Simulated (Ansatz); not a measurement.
A nudged elastic band was laid between two geometries of Cl2F4Mo + FH (9 atoms, charge 0, multiplicity 1).

The calculation used Ansatz 0.2.0, RKS PBE-D4/def2-SVP.

```
movable images  : 9
climbing image  : yes
spring          : 5.0 eV/Å²
optimiser       : quadratic models (default)
start path      : through a guess of the saddle point
force threshold : 0.05 eV/Å
iteration limit : 60
end points      : relaxed
```

Initial state:

```xyz
9
Properties=species:S:1:pos:R:3
Mo -0.114 -0.215 -0.130
Cl 0.000 -0.106 2.186
Cl 2.150 -0.305 -0.339
F -0.126 1.625 -0.237
F -1.966 -0.171 -0.009
F -0.223 -2.058 -0.043
F -0.306 -0.304 -1.969
F 2.054 2.223 1.670
H 1.441 1.779 2.223
```

Final state:

```xyz
9
Properties=species:S:1:pos:R:3
Mo 0.315 0.235 -0.463
Cl -0.172 0.009 3.681
Cl 2.340 -0.135 -1.454
F 0.115 1.815 -1.398
F -1.311 0.557 0.355
F 0.464 -1.326 0.504
F -0.566 -0.670 -1.805
F 1.131 1.170 0.925
H 0.594 0.814 3.008
```

Which bonds break or form, and what moves?

Bonds broken: Mo1–Cl2, F8–H9. Bonds formed: Mo1–F8, Cl2–H9. Cl2F4Mo + FH becomes ClF5Mo + ClH.

Give the energies along the band, and the barrier.

It converged. The highest image is number 5 of 0 to 10, 0.34 eV above the first end and 0.77 eV above the last; the last end lies 0.43 eV below the first. The profile has 2 maxima (images 3, 5) with wells between them (image 4): this band takes more than one step, which may be the mechanism or a detour left from its start path. A vibrational analysis at the climbing image gives one clearly imaginary mode, 275i cm⁻¹: a first-order saddle point. The orbitals stay closed-shell, which can raise the energy where a bond breaks towards radicals; this wasn't checked here.

| image | path coordinate (Å) | energy (eV) | Mo1–Cl2 (Å) | F8–H9 (Å) | Mo1–F8 (Å) |
| --- | --- | --- | --- | --- | --- |
| 0 | 0.00 | 0.00 | 2.32 | 0.94 | 3.73 |
| 1 | 0.83 | 0.02 | 2.32 | 0.94 | 3.84 |
| 2 | 1.67 | 0.10 | 2.33 | 0.94 | 3.63 |
| 3 | 2.50 | 0.30 | 2.38 | 0.94 | 3.03 |
| 4 | 3.33 | 0.27 | 2.54 | 1.01 | 2.31 |
| 5 | 4.17 | 0.34 | 2.77 | 1.24 | 2.10 |
| 6 | 4.96 | 0.01 | 3.37 | 1.79 | 1.90 |
| 7 | 5.75 | -0.28 | 3.87 | 1.92 | 1.87 |
| 8 | 6.55 | -0.43 | 4.33 | 2.17 | 1.86 |
| 9 | 7.34 | -0.43 | 4.25 | 2.14 | 1.86 |
| 10 | 8.13 | -0.43 | 4.18 | 2.18 | 1.86 |

What is the geometry of the highest image?


```xyz
9
Properties=species:S:1:pos:R:3
Mo 0.157 0.179 -0.116
Cl 0.627 -0.510 2.522
Cl 2.401 -0.156 -0.200
F -0.047 1.772 -1.033
F -1.478 0.549 0.651
F -0.354 -1.590 0.069
F 0.046 -0.387 -1.876
F 0.750 1.705 1.197
H 0.808 0.907 2.138
```

Time of the run: 7.8 min on 4 threads of Arm Neoverse V2 (shared host), peak memory 0.23 GiB.
